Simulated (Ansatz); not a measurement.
## Ligand exchange: SiH3(CH3) + C3H4F4O → SiH3(OH) + C4H6F4

Gas-phase species: SiH3(CH3) (methylsilane), singlet; C3H4F4O `OC(F)(CF)C(F)F`, singlet; SiH3(OH) (silanol), singlet; C4H6F4 `CC(F)(CF)C(F)F`, singlet. The partners trade CH3 for OH: Si–CH3 and C–OH bonds give way to Si–OH and C–CH3.

Shapes, held fixed at every level: PBE0-D4/def2-TZVP. Flexible molecules stand in one conformer, not always the lowest. Programs: Ansatz 0.2.0. The zero-point and thermal change to 298 K, harmonic and unscaled (PBE0-D4/def2-TZVP), is +2.2 kJ/mol.

```json
{"level": "HF/def2-SVP", "kind": "Hartree–Fock", "ΔH(298 K) (kJ/mol)": "-80.4"}
{"level": "r2SCAN-D4/def2-TZVPP", "kind": "meta-GGA", "ΔH(298 K) (kJ/mol)": "-92.3"}
{"level": "BHLYP-D4/def2-TZVPP", "kind": "global hybrid", "ΔH(298 K) (kJ/mol)": "-102.0"}
{"level": "PBE0-D4/def2-TZVPP", "kind": "global hybrid", "ΔH(298 K) (kJ/mol)": "-88.4"}
{"level": "r2SCAN0-D4/def2-TZVPP", "kind": "global hybrid", "ΔH(298 K) (kJ/mol)": "-94.9"}
{"level": "B2PLYP/def2-TZVPP", "kind": "double hybrid", "ΔH(298 K) (kJ/mol)": "-100.0"}
{"level": "MP2/def2-SVP", "kind": "perturbation theory", "ΔH(298 K) (kJ/mol)": "-84.4"}
{"level": "MP2/def2-TZVPP", "kind": "perturbation theory", "ΔH(298 K) (kJ/mol)": "-107.7"}
```

MP2/def2-TZVPP gives ΔH(298 K) = -107.7 kJ/mol; the levels span -107.7 to -80.4. The median of the levels is -93.6. No measured value is set beside it here. MP2/def2-TZVPP lies outside the range of the other correlated levels here, so it shouldn't be taken on trust.
